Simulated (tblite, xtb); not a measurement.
Cl₂Ni, triplet, at a GFN2-xTB geometry (such geometries of metal compounds can be far from the true shape). Base run: GFN1-xTB (xtb).

Here is a job for xtb.
```
$ xtb mol.xyz --gfn 1 --uhf 2 --json

# file mol.xyz
3

Ni     0.00000000     0.00000000     0.00000000
Cl     0.00000000     0.00000000     1.93482584
Cl    -0.00000000    -0.00000000    -1.93482584
```

Programs used: tblite, xtb; a row that names a program was run with it.

Variants of this job, named by their change:

```csv
change,ΔE vs base (mEh),SCF cycles
base,0.000,10
etemp = 5000,-33.305,8
alpb = acetonitrile,-6.591,9
program = tblite; method = gfn1; option = --grad,-0.001,-
acc = 0.0001,0.000,12
"program = tblite; method = gfn1; option = (--etemp, 2000)",-5.607,-
"program = tblite; method = gfn1; option = (--efield, 0,0,0.1)",-0.257,-
"program = tblite; method = gfn1; option = (--guess, eeq)",-0.001,-
```

ALPB and GBSA are two models with their own fitted parameters for each solvent, which aren't always the measured dielectric constant.
